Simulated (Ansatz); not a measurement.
Input for Ansatz (an electronic-structure program): R-B3LYP/def2-TZVPP on H2Si2 (SMILES [SiH]#[SiH]).

Ansatz 0.2 input:
```yaml
crystal:
  periodic: [false, false, false]
  atoms:
    - {symbol: Si, position_ang: [-1.04943215, -0.00161469, -0.00000000]}
    - {symbol: Si, position_ang: [1.04943215, 0.00161469, -0.00000000]}
    - {symbol: H, position_ang: [-1.90146750, 1.22186439, 0.00000000]}
    - {symbol: H, position_ang: [1.90146750, -1.22186439, 0.00000000]}
basis:
  gaussian:
    orbitals: def2-TZVPP
hamiltonian:
  xc: {name: B3LYP}
scf: {lower_state_search: off}
```

The log:

```
WARN ansatz: RAYON_NUM_THREADS=4 ignored (pool sized by the plan → 4); use --threads N
Functional definition: B3LYP
these checks for a lower state are left out or cut short: stability, starts, cluster_reference, orbital_swaps, neighbouring_geometries, increment
integrals: 0.03 GiB planned
700 factors; their error is unknown
mean field: 0.32 GiB planned
mean field evaluation 1: about -15784.9583 eV, gradient 1.6e1 eV
mean field evaluation 2: about -15785.1221 eV, gradient 1.6e1 eV
mean field evaluation 4: about -15785.8652 eV, gradient 3.0e-1 eV
mean field evaluation 8: about -15785.8843 eV, gradient 7.3e-3 eV
mean field -15785.88428094 eV, -580.1205472677 hartree, gradient 5.8e-6 eV, S^2 0.000000; 0 other end points of the search recorded, 0 dependent functions left out
reference -15785.88448328 eV, -580.1205547038 hartree; 15, 15 occupied and 97, 97 virtual orbitals, 700 factors
Total energy: -15785.88448328 eV, -580.1205547038 hartree
Checks for a lower state left out: stability, starts, cluster_reference, orbital_swaps, neighbouring_geometries, increment
```

The run converged.

Cost: very roughly 1.2 core-seconds.
